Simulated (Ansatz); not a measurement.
```yaml
crystal:
  periodic: [false, false, false]
  atoms:
    - {symbol: C, position_ang: [-2.114064, 0.634776, -0.259445]}
    - {symbol: Hf, position_ang: [-0.617971, -0.207834, 1.100614]}
    - {symbol: Cl, position_ang: [-0.436612, 1.292772, 2.893432]}
    - {symbol: Br, position_ang: [-1.408504, -2.505026, 1.715096]}
    - {symbol: O, position_ang: [0.984769, -0.261447, 0.065842]}
    - {symbol: Si, position_ang: [2.378777, -0.315880, -0.807394]}
    - {symbol: H, position_ang: [-2.239706, 0.007463, -1.149226]}
    - {symbol: H, position_ang: [-3.088671, 0.710944, 0.236499]}
    - {symbol: H, position_ang: [-1.830333, 1.638670, -0.594899]}
    - {symbol: H, position_ang: [2.123531, -1.023832, -2.086469]}
    - {symbol: H, position_ang: [2.833924, 1.069386, -1.083674]}
    - {symbol: H, position_ang: [3.414870, -1.039993, -0.030365]}
basis:
  gaussian: {orbitals: def2-TZVPD, final_grid: {core_spheres: 1, valence_spheres: 1, degree: 5}}
hamiltonian: {xc: {name: wB97M-V}}
output: {forces: true}
```

```sh
$ ansatz run in.yaml --threads 2 --pin off --events-out ev --progress --plain --max-ram 22528MiB --backend cuda --devices 0, --max-vram 18GiB
```

It prints (some lines left out):

```
Functional definition: wB97M-V
2062 factors; their error is unknown
591 factors; integrals over basis functions are off by at most 3.5e-5 eV
mean field evaluation 1: about -94926.9231 eV, gradient 6.9e1 eV
mean field evaluation 2: about -94921.3236 eV, gradient 9.1e1 eV
mean field evaluation 4: about -94936.0401 eV, gradient 3.8e0 eV
mean field evaluation 8: about -94930.8354 eV, gradient 6.3e1 eV
mean field evaluation 16: about -94933.0974 eV, gradient 7.4e-3 eV
mean field -94933.09738761 eV, -3488.7269810302 hartree, gradient 3.2e-5 eV, S^2 0.000000; 0 other end points of the search recorded, 0 dependent functions left out
reference -94933.09770472 eV, -3488.7269926838 hartree; 49, 49 occupied and 271, 271 virtual orbitals, 2062 factors
Total energy: -94933.09770472 eV, -3488.7269926838 hartree
Atom 0 at    -2.114064     0.634776    -0.259445 Å, force    -4.395515     1.490182    -3.739359 eV/Å
Atom 1 at    -0.617971    -0.207834     1.100614 Å, force    -3.095429    -4.485249    -1.954263 eV/Å
Atom 2 at    -0.436612     1.292772     2.893432 Å, force     0.727070     2.082993     4.570583 eV/Å
Atom 3 at    -1.408504    -2.505026     1.715096 Å, force     0.916868     2.327846    -0.304366 eV/Å
Atom 4 at     0.984769    -0.261447     0.065842 Å, force     9.557963    -0.302514    -2.888462 eV/Å
Atom 5 at     2.378777    -0.315880    -0.807394 Å, force    -4.741372    -0.558501     2.317622 eV/Å
Atom 6 at    -2.239706     0.007463    -1.149226 Å, force     0.788594     2.153947     3.310441 eV/Å
Atom 7 at    -3.088671     0.710944     0.236499 Å, force     2.388581    -0.356602    -1.618308 eV/Å
Atom 8 at    -1.830333     1.638670    -0.594899 Å, force    -0.967831    -2.661750     0.335290 eV/Å
Atom 9 at     2.123531    -1.023832    -2.086469 Å, force     0.153483     0.463708     0.640398 eV/Å
Atom 10 at     2.833924     1.069386    -1.083674 Å, force    -0.446868    -0.834364    -0.058760 eV/Å
Atom 11 at     3.414870    -1.039993    -0.030365 Å, force    -0.885543     0.680303    -0.610816 eV/Å
Dipole moment:     0.241084     0.093490    -0.364147 e Å
```

Problem. What is wrong with this run?

Solution. The integration grid is far too coarse. The run converged. The result belongs to that input, not to the molecule as meant.
